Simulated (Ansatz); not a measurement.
**Molecular dynamics of CH9N3OSi**

Input file:

```yaml
crystal:
  periodic: [false, false, false]
  atoms:
    - { symbol: Si, position_ang: [-0.003723, 0.010882, 0.009428] }
    - { symbol: O, position_ang: [0.165687, 0.048114, 1.710417] }
    - { symbol: C, position_ang: [-1.065766, -0.389852, 2.346701] }
    - { symbol: H, position_ang: [-1.688297, -0.97235, 1.618746] }
    - { symbol: H, position_ang: [-0.816985, -1.033402, 3.218203] }
    - { symbol: H, position_ang: [-1.662834, 0.471421, 2.73066] }
    - { symbol: "N", position_ang: [1.622681, -0.091396, -0.481316] }
    - { symbol: H, position_ang: [2.383392, -0.277241, 0.192654] }
    - { symbol: H, position_ang: [1.960543, 0.305405, -1.373123] }
    - { symbol: "N", position_ang: [-0.722394, 1.325568, -0.886738] }
    - { symbol: H, position_ang: [-1.752598, 1.424097, -0.725997] }
    - { symbol: H, position_ang: [-0.299495, 2.261844, -0.68474] }
    - { symbol: "N", position_ang: [-1.143228, -1.291454, -0.321723] }
    - { symbol: H, position_ang: [-0.701597, -2.241727, -0.304103] }
    - { symbol: H, position_ang: [-1.584486, -1.193909, -1.267569] }
basis:
  gaussian: { orbitals: STO-3G }
hamiltonian:
  xc: lda
md:
  timestep: 0.5
  n_steps: 150
  ensemble: nvt_nose_hoover
  temperature: 300.0
  initial_velocities: maxwell_boltzmann
  seed: 61951
```

Command:

```bash
$ ansatz run input.yaml --threads 1 --pin off --max-ram 2048MiB --backend cpu --events-out ev --progress --plain --runs-dir out
```

It starts from a relaxed structure.

Output, in part (one step line in 2, the closing report, with atoms numbered from 0):

```
md step     0: t =     0.00 fs  T =   300.0 K  F+E_penalty+E_count = -15291.79429070 eV  E_kin = 0.504114 eV  conserved = -15291.29017671 eV  (24 SCF iters)
md step     2: t =     1.00 fs  T =   275.1 K  F+E_penalty+E_count = -15291.75145682 eV  E_kin = 0.462261 eV  conserved = -15291.28919616 eV  (26 SCF iters)
md step     4: t =     2.00 fs  T =   231.3 K  F+E_penalty+E_count = -15291.67646435 eV  E_kin = 0.388637 eV  conserved = -15291.28783590 eV  (26 SCF iters)
md step     6: t =     3.00 fs  T =   212.1 K  F+E_penalty+E_count = -15291.64448685 eV  E_kin = 0.356366 eV  conserved = -15291.28815257 eV  (26 SCF iters)
md step     8: t =     4.00 fs  T =   209.2 K  F+E_penalty+E_count = -15291.64076683 eV  E_kin = 0.351581 eV  conserved = -15291.28926115 eV  (27 SCF iters)
md step    10: t =     5.00 fs  T =   188.3 K  F+E_penalty+E_count = -15291.60541159 eV  E_kin = 0.316338 eV  conserved = -15291.28921029 eV  (26 SCF iters)
md step    12: t =     6.00 fs  T =   151.1 K  F+E_penalty+E_count = -15291.54175903 eV  E_kin = 0.253937 eV  conserved = -15291.28803201 eV  (26 SCF iters)
md step    14: t =     7.00 fs  T =   135.7 K  F+E_penalty+E_count = -15291.51534764 eV  E_kin = 0.228057 eV  conserved = -15291.28758451 eV  (26 SCF iters)
md step    16: t =     8.00 fs  T =   155.7 K  F+E_penalty+E_count = -15291.54997518 eV  E_kin = 0.261678 eV  conserved = -15291.28870383 eV  (26 SCF iters)
md step    18: t =     9.00 fs  T =   175.5 K  F+E_penalty+E_count = -15291.58390327 eV  E_kin = 0.294839 eV  conserved = -15291.28962838 eV  (23 SCF iters)
md step    20: t =    10.00 fs  T =   165.1 K  F+E_penalty+E_count = -15291.56571983 eV  E_kin = 0.277493 eV  conserved = -15291.28897801 eV  (26 SCF iters)
md step    22: t =    11.00 fs  T =   144.6 K  F+E_penalty+E_count = -15291.53005705 eV  E_kin = 0.242988 eV  conserved = -15291.28801150 eV  (26 SCF iters)
md step    24: t =    12.00 fs  T =   144.7 K  F+E_penalty+E_count = -15291.53029981 eV  E_kin = 0.243161 eV  conserved = -15291.28828273 eV  (26 SCF iters)
md step    26: t =    13.00 fs  T =   158.1 K  F+E_penalty+E_count = -15291.55332833 eV  E_kin = 0.265624 eV  conserved = -15291.28908913 eV  (26 SCF iters)
md step    28: t =    14.00 fs  T =   158.8 K  F+E_penalty+E_count = -15291.55421566 eV  E_kin = 0.266774 eV  conserved = -15291.28910574 eV  (26 SCF iters)
md step    30: t =    15.00 fs  T =   145.9 K  F+E_penalty+E_count = -15291.53153804 eV  E_kin = 0.245157 eV  conserved = -15291.28833664 eV  (26 SCF iters)
md step    32: t =    16.00 fs  T =   143.7 K  F+E_penalty+E_count = -15291.52734527 eV  E_kin = 0.241529 eV  conserved = -15291.28807140 eV  (26 SCF iters)
md step    34: t =    17.00 fs  T =   159.8 K  F+E_penalty+E_count = -15291.55486609 eV  E_kin = 0.268569 eV  conserved = -15291.28889419 eV  (26 SCF iters)
md step    36: t =    18.00 fs  T =   168.3 K  F+E_penalty+E_count = -15291.56915965 eV  E_kin = 0.282750 eV  conserved = -15291.28940781 eV  (24 SCF iters)
md step    38: t =    19.00 fs  T =   152.7 K  F+E_penalty+E_count = -15291.54188020 eV  E_kin = 0.256552 eV  conserved = -15291.28874320 eV  (26 SCF iters)
md step    40: t =    20.00 fs  T =   132.8 K  F+E_penalty+E_count = -15291.50758276 eV  E_kin = 0.223218 eV  conserved = -15291.28817021 eV  (26 SCF iters)
md step    42: t =    21.00 fs  T =   126.7 K  F+E_penalty+E_count = -15291.49737542 eV  E_kin = 0.212945 eV  conserved = -15291.28861471 eV  (27 SCF iters)
md step    44: t =    22.00 fs  T =   121.7 K  F+E_penalty+E_count = -15291.48899653 eV  E_kin = 0.204537 eV  conserved = -15291.28903566 eV  (27 SCF iters)
md step    46: t =    23.00 fs  T =   105.0 K  F+E_penalty+E_count = -15291.46002515 eV  E_kin = 0.176406 eV  conserved = -15291.28857672 eV  (27 SCF iters)
md step    48: t =    24.00 fs  T =    91.4 K  F+E_penalty+E_count = -15291.43612389 eV  E_kin = 0.153536 eV  conserved = -15291.28789199 eV  (23 SCF iters)
md step    50: t =    25.00 fs  T =   102.5 K  F+E_penalty+E_count = -15291.45477799 eV  E_kin = 0.172301 eV  conserved = -15291.28814422 eV  (21 SCF iters)
md step    52: t =    26.00 fs  T =   129.5 K  F+E_penalty+E_count = -15291.50065444 eV  E_kin = 0.217645 eV  conserved = -15291.28914626 eV  (26 SCF iters)
md step    54: t =    27.00 fs  T =   140.4 K  F+E_penalty+E_count = -15291.51852390 eV  E_kin = 0.235900 eV  conserved = -15291.28934021 eV  (26 SCF iters)
md step    56: t =    28.00 fs  T =   128.6 K  F+E_penalty+E_count = -15291.49720736 eV  E_kin = 0.216016 eV  conserved = -15291.28850702 eV  (26 SCF iters)
md step    58: t =    29.00 fs  T =   119.7 K  F+E_penalty+E_count = -15291.48140773 eV  E_kin = 0.201144 eV  conserved = -15291.28815043 eV  (27 SCF iters)
md step    60: t =    30.00 fs  T =   125.2 K  F+E_penalty+E_count = -15291.49075528 eV  E_kin = 0.210406 eV  conserved = -15291.28882678 eV  (28 SCF iters)
md step    62: t =    31.00 fs  T =   123.9 K  F+E_penalty+E_count = -15291.48844901 eV  E_kin = 0.208235 eV  conserved = -15291.28932814 eV  (27 SCF iters)
md step    64: t =    32.00 fs  T =   100.1 K  F+E_penalty+E_count = -15291.44712852 eV  E_kin = 0.168122 eV  conserved = -15291.28871581 eV  (27 SCF iters)
md step    66: t =    33.00 fs  T =    74.1 K  F+E_penalty+E_count = -15291.40203986 eV  E_kin = 0.124500 eV  conserved = -15291.28772240 eV  (27 SCF iters)
md step    68: t =    34.00 fs  T =    77.9 K  F+E_penalty+E_count = -15291.40812589 eV  E_kin = 0.130840 eV  conserved = -15291.28789322 eV  (21 SCF iters)
md step    70: t =    35.00 fs  T =   105.6 K  F+E_penalty+E_count = -15291.45535319 eV  E_kin = 0.177464 eV  conserved = -15291.28904831 eV  (27 SCF iters)
md step    72: t =    36.00 fs  T =   121.2 K  F+E_penalty+E_count = -15291.48104700 eV  E_kin = 0.203646 eV  conserved = -15291.28928041 eV  (27 SCF iters)
md step    74: t =    37.00 fs  T =   116.7 K  F+E_penalty+E_count = -15291.47177642 eV  E_kin = 0.196065 eV  conserved = -15291.28836500 eV  (25 SCF iters)
md step    76: t =    38.00 fs  T =   120.0 K  F+E_penalty+E_count = -15291.47622064 eV  E_kin = 0.201614 eV  conserved = -15291.28804398 eV  (27 SCF iters)
md step    78: t =    39.00 fs  T =   141.7 K  F+E_penalty+E_count = -15291.51254767 eV  E_kin = 0.238094 eV  conserved = -15291.28879192 eV  (27 SCF iters)
md step    80: t =    40.00 fs  T =   158.2 K  F+E_penalty+E_count = -15291.53980037 eV  E_kin = 0.265905 eV  conserved = -15291.28930854 eV  (27 SCF iters)
md step    82: t =    41.00 fs  T =   152.4 K  F+E_penalty+E_count = -15291.52825666 eV  E_kin = 0.256024 eV  conserved = -15291.28878661 eV  (27 SCF iters)
md step    84: t =    42.00 fs  T =   140.7 K  F+E_penalty+E_count = -15291.50674585 eV  E_kin = 0.236432 eV  conserved = -15291.28795619 eV  (26 SCF iters)
md step    86: t =    43.00 fs  T =   149.8 K  F+E_penalty+E_count = -15291.52110333 eV  E_kin = 0.251745 eV  conserved = -15291.28810105 eV  (26 SCF iters)
md step    88: t =    44.00 fs  T =   175.0 K  F+E_penalty+E_count = -15291.56308214 eV  E_kin = 0.294079 eV  conserved = -15291.28901863 eV  (26 SCF iters)
md step    90: t =    45.00 fs  T =   187.6 K  F+E_penalty+E_count = -15291.58288762 eV  E_kin = 0.315183 eV  conserved = -15291.28918063 eV  (26 SCF iters)
md step    92: t =    46.00 fs  T =   181.9 K  F+E_penalty+E_count = -15291.57108089 eV  E_kin = 0.305610 eV  conserved = -15291.28845496 eV  (26 SCF iters)
md step    94: t =    47.00 fs  T =   180.0 K  F+E_penalty+E_count = -15291.56620901 eV  E_kin = 0.302448 eV  conserved = -15291.28823565 eV  (26 SCF iters)
md step    96: t =    48.00 fs  T =   188.9 K  F+E_penalty+E_count = -15291.58024101 eV  E_kin = 0.317394 eV  conserved = -15291.28887438 eV  (26 SCF iters)
md step    98: t =    49.00 fs  T =   188.4 K  F+E_penalty+E_count = -15291.57816926 eV  E_kin = 0.316611 eV  conserved = -15291.28921136 eV  (26 SCF iters)
md step   100: t =    50.00 fs  T =   167.8 K  F+E_penalty+E_count = -15291.54138342 eV  E_kin = 0.282034 eV  conserved = -15291.28855996 eV  (26 SCF iters)
md step   102: t =    51.00 fs  T =   148.1 K  F+E_penalty+E_count = -15291.50603325 eV  E_kin = 0.248800 eV  conserved = -15291.28783340 eV  (26 SCF iters)
md step   104: t =    52.00 fs  T =   152.4 K  F+E_penalty+E_count = -15291.51230845 eV  E_kin = 0.256106 eV  conserved = -15291.28814519 eV  (26 SCF iters)
md step   106: t =    53.00 fs  T =   171.6 K  F+E_penalty+E_count = -15291.54380601 eV  E_kin = 0.288338 eV  conserved = -15291.28890049 eV  (26 SCF iters)
md step   108: t =    54.00 fs  T =   182.0 K  F+E_penalty+E_count = -15291.55953178 eV  E_kin = 0.305804 eV  conserved = -15291.28882141 eV  (26 SCF iters)
md step   110: t =    55.00 fs  T =   184.5 K  F+E_penalty+E_count = -15291.56159172 eV  E_kin = 0.310104 eV  conserved = -15291.28832000 eV  (26 SCF iters)
md step   112: t =    56.00 fs  T =   193.7 K  F+E_penalty+E_count = -15291.57530772 eV  E_kin = 0.325444 eV  conserved = -15291.28850872 eV  (25 SCF iters)
md step   114: t =    57.00 fs  T =   203.5 K  F+E_penalty+E_count = -15291.59049539 eV  E_kin = 0.342000 eV  conserved = -15291.28907886 eV  (26 SCF iters)
md step   116: t =    58.00 fs  T =   195.6 K  F+E_penalty+E_count = -15291.57520408 eV  E_kin = 0.328655 eV  conserved = -15291.28910999 eV  (26 SCF iters)
md step   118: t =    59.00 fs  T =   168.7 K  F+E_penalty+E_count = -15291.52755399 eV  E_kin = 0.283483 eV  conserved = -15291.28845103 eV  (27 SCF iters)
md step   120: t =    60.00 fs  T =   144.4 K  F+E_penalty+E_count = -15291.48460267 eV  E_kin = 0.242603 eV  conserved = -15291.28794890 eV  (27 SCF iters)
md step   122: t =    61.00 fs  T =   138.7 K  F+E_penalty+E_count = -15291.47392668 eV  E_kin = 0.233006 eV  conserved = -15291.28830908 eV  (27 SCF iters)
md step   124: t =    62.00 fs  T =   140.9 K  F+E_penalty+E_count = -15291.47660151 eV  E_kin = 0.236690 eV  conserved = -15291.28875719 eV  (27 SCF iters)
md step   126: t =    63.00 fs  T =   138.1 K  F+E_penalty+E_count = -15291.47001041 eV  E_kin = 0.232022 eV  conserved = -15291.28831094 eV  (27 SCF iters)
md step   128: t =    64.00 fs  T =   143.5 K  F+E_penalty+E_count = -15291.47729165 eV  E_kin = 0.241200 eV  conserved = -15291.28791302 eV  (27 SCF iters)
md step   130: t =    65.00 fs  T =   168.2 K  F+E_penalty+E_count = -15291.51770442 eV  E_kin = 0.282640 eV  conserved = -15291.28857321 eV  (27 SCF iters)
md step   132: t =    66.00 fs  T =   191.4 K  F+E_penalty+E_count = -15291.55529117 eV  E_kin = 0.321599 eV  conserved = -15291.28919050 eV  (27 SCF iters)
md step   134: t =    67.00 fs  T =   192.6 K  F+E_penalty+E_count = -15291.55491904 eV  E_kin = 0.323724 eV  conserved = -15291.28883937 eV  (27 SCF iters)
md step   136: t =    68.00 fs  T =   182.3 K  F+E_penalty+E_count = -15291.53472235 eV  E_kin = 0.306300 eV  conserved = -15291.28816185 eV  (26 SCF iters)
md step   138: t =    69.00 fs  T =   182.2 K  F+E_penalty+E_count = -15291.53245249 eV  E_kin = 0.306092 eV  conserved = -15291.28814168 eV  (26 SCF iters)
md step   140: t =    70.00 fs  T =   192.8 K  F+E_penalty+E_count = -15291.54886707 eV  E_kin = 0.323995 eV  conserved = -15291.28878006 eV  (26 SCF iters)
md step   142: t =    71.00 fs  T =   193.6 K  F+E_penalty+E_count = -15291.54826009 eV  E_kin = 0.325373 eV  conserved = -15291.28901692 eV  (26 SCF iters)
md step   144: t =    72.00 fs  T =   178.1 K  F+E_penalty+E_count = -15291.51924428 eV  E_kin = 0.299291 eV  conserved = -15291.28822404 eV  (26 SCF iters)
md step   146: t =    73.00 fs  T =   171.5 K  F+E_penalty+E_count = -15291.50558701 eV  E_kin = 0.288136 eV  conserved = -15291.28772604 eV  (26 SCF iters)
md step   148: t =    74.00 fs  T =   188.3 K  F+E_penalty+E_count = -15291.53273617 eV  E_kin = 0.316465 eV  conserved = -15291.28862921 eV  (26 SCF iters)
md step   150: t =    75.00 fs  T =   200.5 K  F+E_penalty+E_count = -15291.55164706 eV  E_kin = 0.336923 eV  conserved = -15291.28937430 eV  (25 SCF iters)
Total energy: -15291.55167597 eV, -561.9541591058 hartree
Atom 0 at    -0.020445    -0.024072     0.001575 Å, force    -0.211628     0.266865     0.072957 eV/Å
Atom 1 at     0.138267     0.145262     1.728217 Å, force     0.905116     0.325379    -1.574023 eV/Å
Atom 2 at    -1.020962    -0.370105     2.363202 Å, force    -0.463707    -0.228031     1.111523 eV/Å
Atom 3 at    -1.474612    -1.182300     1.773265 Å, force    -0.520847    -0.401798    -0.137316 eV/Å
Atom 4 at    -0.704618    -0.756218     3.356445 Å, force    -0.112675    -0.229145     0.050324 eV/Å
Atom 5 at    -1.816133     0.383032     2.589757 Å, force     0.002079     0.137745    -0.257288 eV/Å
Atom 6 at     1.667778    -0.190839    -0.478833 Å, force    -0.941900    -0.510022     1.036371 eV/Å
Atom 7 at     2.274036     0.312317     0.201857 Å, force     0.344926     0.059943     0.181281 eV/Å
Atom 8 at     1.856662     0.208953    -1.405036 Å, force     0.204495     0.447742    -0.955376 eV/Å
Atom 9 at    -0.722144     1.375735    -0.786896 Å, force     0.303216    -0.965640    -0.055471 eV/Å
Atom 10 at    -1.754941     1.438352    -0.899546 Å, force     0.044910     0.057671     0.166044 eV/Å
Atom 11 at    -0.322476     2.292634    -0.519944 Å, force    -0.096564     0.287244     0.037507 eV/Å
Atom 12 at    -1.161649    -1.334372    -0.429507 Å, force     0.273552     0.619794    -0.156311 eV/Å
Atom 13 at    -0.751970    -2.303046    -0.447824 Å, force     0.287501     0.156930     0.136532 eV/Å
Atom 14 at    -1.475199    -1.171808    -1.428708 Å, force    -0.018473    -0.024675     0.343246 eV/Å
Dipole moment:    -0.071051     0.201197    -0.264152 e Å
```

The run went to its last step. The conserved energy stayed within 0.18 meV per atom of its start (net change 0.054 meV per atom), so the integration is sound. The mean temperature of the second half is 43 % below the set value. A run of 0.075 ps of so small a system gives no equilibrium averages. Limits of this set-up: minimal basis.

The same pairs are bonded in the first frame and the last. Pairs count as bonded within 1.25 times the sum of covalent radii (0.12 Å more for H–H).

Last frame:

```xyz
15
Properties=species:S:1:pos:R:3
Si -0.020 -0.024 0.002
O 0.138 0.145 1.728
C -1.021 -0.370 2.363
H -1.475 -1.182 1.773
H -0.705 -0.756 3.356
H -1.816 0.383 2.590
N 1.668 -0.191 -0.479
H 2.274 0.312 0.202
H 1.857 0.209 -1.405
N -0.722 1.376 -0.787
H -1.755 1.438 -0.899
H -0.323 2.293 -0.520
N -1.162 -1.334 -0.429
H -0.752 -2.303 -0.448
H -1.475 -1.172 -1.429
```

Time of the run: 6.5 min on 1 thread of Arm Neoverse V1, on a shared host, peak memory 0.099 GiB.
